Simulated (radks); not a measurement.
Task: Ta I, 73 electrons, occupied as [Xe] 4f14 5d3 6s2. Method: scalar-relativistic Kohn-Sham, BLYP, spin-polarised, spherical densities, finite nucleus; open shells are filled with parallel spins first (spin-orbit coupling, left out, can overturn this in heavy ions); Fermi nuclear charge, rms radius 5.3507 fm; computed with a radial shooting solver on a logarithmic mesh with Libxc functionals. Some entries of the table are withheld. Estimate them.

| orbital | occ. | eigenvalue (hartree) | <r^2> (bohr^2) |
|---|---|---|---|
| 1s down | 1 | -2475.186 | 0.0004788 |
| 1s up | 1 | -2475.186 | 0.0004788 |
| 2s up | 1 | -425.2803 | 0.007376 |
| 2s down | 1 | -425.2766 | 0.007376 |
| 2p up | 3 | -372.7899 | 0.006083 |
| 2p down | 3 | -372.7869 | 0.006083 |
| 3s up | 1 | -97.40351 | 0.04796 |
| 3s down | 1 | -97.40272 | 0.04796 |
| 3p up | 3 | -81.78545 | 0.04865 |
| 3p down | 3 | -81.78450 | 0.04865 |
| 3d up | 5 | -63.53338 | 0.04038 |
| 3d down | 5 | -63.53114 | 0.04038 |
| 4s up | 1 | -19.83662 | 0.2377 |
| 4s down | 1 | -19.83359 | 0.2377 |
| 4p up | 3 | -14.71141 | 0.2706 |
| 4p down | 3 | -14.70859 | 0.2706 |
| 4d up | 5 | -8.14550 | 0.3175 |
| 4d down | 5 | -8.14207 | 0.3172 |
| 5s up | 1 | -2.68185 | 1.368 |
| 5s down | 1 | -2.64657 | 1.356 |
| 5p up | 3 | -1.45383 | 1.917 |
| 5p down | 3 | -1.40690 | 1.898 |
| 4f up | 7 | -0.89278 | (1) |
| 4f down | 7 | -0.88400 | (2) |
| 6s up | 1 | -0.20682 | 12.06 |
| 6s down | 1 | -0.17448 | 13.36 |
| 5d up | 3 | -0.14490 | 6.066 |
| 5d down | 0 | -0.09390 | 7.127 |

Result: 
(1) 4f up <r^2> (bohr^2): 0.5260
(2) 4f down <r^2> (bohr^2): 0.5176
